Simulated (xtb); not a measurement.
xtb input (GFN2-xTB):

```bash
xtb mol.xyz --gfn 2 --sp --chrg -1 --uhf 0
```
mol.xyz:
```
15

Si    -0.74371242    -0.15116740    -0.42968688
C     -2.03954079     1.09506329    -1.04453355
C     -1.33039214    -0.86899610     1.20515950
N      0.77737378     0.58103867    -0.27519270
Si     2.31508204    -0.17003102     0.44341907
H     -0.81527723    -1.28358912    -1.41919376
H     -3.01645314     0.62096179    -1.18111045
H     -1.74356362     1.52610553    -2.00553866
H     -2.15510183     1.91597253    -0.33143391
H     -2.27357595    -1.41113421     1.08619775
H     -0.57314040    -1.55206745     1.59276722
H     -1.46964826    -0.07651259     1.94514050
H      0.98517361     1.33087599    -0.91587018
H      1.82225486    -0.34569699     1.89679918
H      2.01813857    -1.65181168     0.10258508
```

Output:

```
           -------------------------------------------------
          |                Calculation Setup                |
           -------------------------------------------------

           -------------------------------------------------
          |                 G F N 2 - x T B                 |
           -------------------------------------------------

        Reference                      10.1021/acs.jctc.8b01176
      * Hamiltonian:
        H0-scaling (s, p, d)           1.850000    2.230000    2.230000
        zeta-weighting                 0.500000
      * Dispersion:
        s8                             2.700000
        a1                             0.520000
        a2                             5.000000
        s9                             5.000000
      * Repulsion:
        kExp                           1.500000    1.000000
        rExp                           1.000000
      * Coulomb:
        alpha                          2.000000
        third order                    shell-resolved
        anisotropic                    true
        a3                             3.000000
        a5                             4.000000
        cn-shift                       1.200000
        cn-exp                         4.000000
        max-rad                        5.000000

          ...................................................
          :                      SETUP                      :
          :.................................................:
          :  # basis functions                  42          :
          :  # atomic orbitals                  40          :
          :  # shells                           22          :
          :  # electrons                        32          :
          :  max. iterations                   250          :
          :  Hamiltonian                  GFN2-xTB          :
          :  restarted?                      false          :
          :  GBSA solvation                  false          :
          :  PC potential                    false          :
          :  electronic temp.          300.0000000     K    :
          :  accuracy                    1.0000000          :
          :  -> integral cutoff          0.2500000E+02      :
          :  -> integral neglect         0.1000000E-07      :
          :  -> SCF convergence          0.1000000E-05 Eh   :
          :  -> wf. convergence          0.1000000E-03 e    :
          :  Broyden damping             0.4000000          :
          :  net charge                         -1          :
          :  unpaired electrons                  0          :
          ...................................................

 iter      E             dE          RMSdq      gap      omega  full diag
   1    -15.9537797 -0.159538E+02  0.639E+00    3.33       0.0  T
   2    -16.0758782 -0.122098E+00  0.608E+00    2.54       1.0  T
   3    -16.0881645 -0.122863E-01  0.478E+00    2.89       1.0  T
   4    -16.0538428  0.343216E-01  0.266E+00    2.35       1.0  T
   5    -16.0921591 -0.383163E-01  0.106E+00    2.96       1.0  T
   6    -16.0921253  0.338327E-04  0.458E-01    3.02       1.0  T
   7    -16.0922880 -0.162704E-03  0.215E-01    3.06       1.0  T
   8    -16.0923886 -0.100572E-03  0.772E-02    3.09       1.0  T
   9    -16.0923907 -0.216111E-05  0.267E-02    3.08       1.0  T
  10    -16.0923904  0.385787E-06  0.987E-03    3.08       2.6  T
  11    -16.0923910 -0.625119E-06  0.301E-03    3.08       8.6  T
  12    -16.0923910 -0.185792E-08  0.646E-04    3.09      40.0  T
  13    -16.0923910 -0.136690E-08  0.407E-04    3.09      63.5  T

   *** convergence criteria satisfied after 13 iterations ***

         #    Occupation            Energy/Eh            Energy/eV
      -------------------------------------------------------------
         1        2.0000           -0.5540826             -15.0774
       ...           ...                  ...                  ...
        10        2.0000           -0.2792134              -7.5978
        11        2.0000           -0.2517606              -6.8508
        12        2.0000           -0.2385237              -6.4906
        13        2.0000           -0.2154992              -5.8640
        14        2.0000           -0.1988307              -5.4105
        15        2.0000           -0.1741066              -4.7377
        16        2.0000           -0.0893449              -2.4312 (HOMO)
        17                          0.0240348               0.6540 (LUMO)
        18                          0.0340486               0.9265
        19                          0.0437715               1.1911
        20                          0.0566329               1.5411
        21                          0.0706901               1.9236
       ...                                ...                  ...
        40                          0.8983438              24.4452
      -------------------------------------------------------------
                  HL-Gap            0.1133798 Eh            3.0852 eV
             Fermi-level           -0.0326550 Eh           -0.8886 eV

 SCC (total)                   0 d,  0 h,  0 min,  0.008 sec
 SCC setup                      ...        0 min,  0.000 sec (  0.988%)
 Dispersion                     ...        0 min,  0.000 sec (  0.747%)
 classical contributions        ...        0 min,  0.000 sec (  0.270%)
 integral evaluation            ...        0 min,  0.001 sec ( 14.923%)
 iterations                     ...        0 min,  0.004 sec ( 52.234%)
 molecular gradient             ...        0 min,  0.003 sec ( 29.900%)
 printout                       ...        0 min,  0.000 sec (  0.772%)

         :::::::::::::::::::::::::::::::::::::::::::::::::::::
         ::                     SUMMARY                     ::
         :::::::::::::::::::::::::::::::::::::::::::::::::::::
         :: total energy             -15.907646697945 Eh    ::
         :: gradient norm              0.033759962350 Eh/a0 ::
         :: HOMO-LUMO gap              3.085221264326 eV    ::
         ::.................................................::
         :: SCC energy               -16.092356218165 Eh    ::
         :: -> isotropic ES            0.137931463648 Eh    ::
         :: -> anisotropic ES         -0.000509698784 Eh    ::
         :: -> anisotropic XC         -0.011794830581 Eh    ::
         :: -> dispersion             -0.013962270412 Eh    ::
         :: repulsion energy           0.184709520221 Eh    ::
         :: add. restraining           0.000000000000 Eh    ::
         :: total charge              -1.000000000000 e     ::
         :::::::::::::::::::::::::::::::::::::::::::::::::::::

           -------------------------------------------------
          |                Property Printout                |
           -------------------------------------------------

    * Orbital Energies and Occupations

         #    Occupation            Energy/Eh            Energy/eV
      -------------------------------------------------------------
         1        2.0000           -0.5540826             -15.0774
       ...           ...                  ...                  ...
         4        2.0000           -0.4037664             -10.9870
         5        2.0000           -0.3612513              -9.8301
         6        2.0000           -0.3295774              -8.9683
         7        2.0000           -0.3293706              -8.9626
         8        2.0000           -0.3186137              -8.6699
         9        2.0000           -0.3117796              -8.4840
        10        2.0000           -0.2792134              -7.5978
        11        2.0000           -0.2517606              -6.8508
        12        2.0000           -0.2385237              -6.4906
        13        2.0000           -0.2154992              -5.8640
        14        2.0000           -0.1988307              -5.4105
        15        2.0000           -0.1741066              -4.7377
        16        2.0000           -0.0893449              -2.4312 (HOMO)
        17                          0.0240348               0.6540 (LUMO)
        18                          0.0340486               0.9265
        19                          0.0437715               1.1911
        20                          0.0566329               1.5411
        21                          0.0706901               1.9236
        22                          0.1553880               4.2283
        23                          0.1646886               4.4814
        24                          0.1705981               4.6422
        25                          0.2113111               5.7501
        26                          0.2434233               6.6239
        27                          0.2695886               7.3359
       ...                                ...                  ...
        40                          0.8983438              24.4452
      -------------------------------------------------------------
                  HL-Gap            0.1133798 Eh            3.0852 eV
             Fermi-level           -0.0326550 Eh           -0.8886 eV

     #   Z          covCN         q      C6AA      α(0)
     1  14 Si       3.537     0.472   100.094    19.291
     2   6 C        3.647    -0.181    24.416     7.100
     3   6 C        3.650    -0.168    24.133     7.057
     4   7 N        2.491    -0.470    32.468     8.462
     5  14 Si       2.632     0.150   191.524    30.387
     6   1 H        0.904    -0.160     8.222     4.486
     7   1 H        0.924    -0.039     3.839     3.064
     8   1 H        0.924    -0.043     3.934     3.102
     9   1 H        0.924    -0.029     3.620     2.975
    10   1 H        0.924    -0.029     3.611     2.972
    11   1 H        0.924    -0.002     3.090     2.749
    12   1 H        0.924    -0.013     3.300     2.841
    13   1 H        0.862     0.079     2.001     2.216
    14   1 H        0.883    -0.274    18.505     6.734
    15   1 H        0.880    -0.292    21.357     7.234

 Mol. C6AA /au·bohr⁶  :       3996.334309
 Mol. C8AA /au·bohr⁸  :     131197.790672
 Mol. α(0) /au        :        110.669299

Wiberg/Mayer (AO) data.
largest (>0.10) Wiberg bond orders for each atom

 ---------------------------------------------------------------------------
     #   Z sym  total        # sym  WBO       # sym  WBO       # sym  WBO
 ---------------------------------------------------------------------------
     1  14 Si   3.897 --     4 N    1.427     6 H    0.861     3 C    0.847
                             2 C    0.792
     2   6 C    3.937 --     8 H    1.013     7 H    1.011     9 H    1.009
                             1 Si   0.792
     3   6 C    3.962 --    11 H    1.009    10 H    1.000    12 H    0.999
                             1 Si   0.847
     4   7 N    3.184 --     1 Si   1.427    13 H    0.988     5 Si   0.620
     5  14 Si   2.365 --    14 H    0.877    15 H    0.870     4 N    0.620
     6   1 H    0.974 --     1 Si   0.861
     7   1 H    0.998 --     2 C    1.011
     8   1 H    0.998 --     2 C    1.013
     9   1 H    0.999 --     2 C    1.009
    10   1 H    0.999 --     3 C    1.000
    11   1 H    1.000 --     3 C    1.009
    12   1 H    1.000 --     3 C    0.999
    13   1 H    0.994 --     4 N    0.988
    14   1 H    0.925 --     5 Si   0.877
    15   1 H    0.914 --     5 Si   0.870
 ---------------------------------------------------------------------------

Topologies differ in total number of bonds
Writing topology from bond orders to xtbtopo.mol

molecular dipole:
                 x           y           z       tot (Debye)
 q only:       -0.594       0.688      -0.628
   full:       -2.615       0.484      -0.556       6.906
molecular quadrupole (traceless):
                xx          xy          yy          xz          yz          zz
 q only:       -4.913       6.900       2.988      -6.289       2.942       1.925
Note: The following floating-point exceptions are signalling: IEEE_UNDERFLOW_FLAG IEEE_DENORMAL
normal termination of xtb
  q+dip:      -15.935       5.867       9.037      -8.164       1.595       6.899
   full:      -16.081       2.023       8.534      -6.275      -0.049       7.548

           -------------------------------------------------
          | TOTAL ENERGY              -15.907646697945 Eh   |
          | GRADIENT NORM               0.033759962350 Eh/α |
          | HOMO-LUMO GAP               3.085221264326 eV   |
           -------------------------------------------------

------------------------------------------------------------------------
------------------------------------------------------------------------
 total:
 SCF:
```

It need not be the lowest isomer of its formula. Whether it binds its extra electron was not tested at this geometry.
